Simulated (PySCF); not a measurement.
## Two-component Hartree-Fock for La³⁹⁺ (lanthanum, charge +39)

Start: [Ar]. Calculated with PySCF 2.14 in an uncontracted even-tempered set (18 s from 2.8 bohr⁻², ratio 2.6; 14 p from 3.6 bohr⁻², ratio 2.6; 5 d from 3.7 bohr⁻², ratio 2.8; 3 f from 63 bohr⁻², ratio 2.8): generalised Hartree-Fock with the X2C-1e Hamiltonian and a Gaussian nucleus; spin-orbit coupling (SO) screened by Boettger's factors.

```csv
spinor shell,electrons,"ε, screened SO (eV)",weight of nominal j (screened SO),"rms radius, screened SO (bohr)"
1s1/2,2,-41337.0,1.000,0.0286
2s1/2,2,-8484.5,1.000,0.115
2p1/2,2,-8129.0,1.000,0.0986
2p3/2,4,-7704.8,1.000,0.104
3s1/2,2,-3199.0,1.000,0.279
3p1/2,2,-3053.9,1.000,0.269
3p3/2,4,-2951.2,1.000,0.278
```

```tsv
quantity	screened SO
E (hartree)	-7238.62065
M_J	0
⟨J²⟩	0.000
⟨L²⟩	0.017
⟨S²⟩	0.017
```

Breit and QED terms are absent; they matter most for the inner s and p1/2 levels.

Densities and radii are taken from the X2C orbitals without a picture-change correction, which distorts them close to the nucleus.
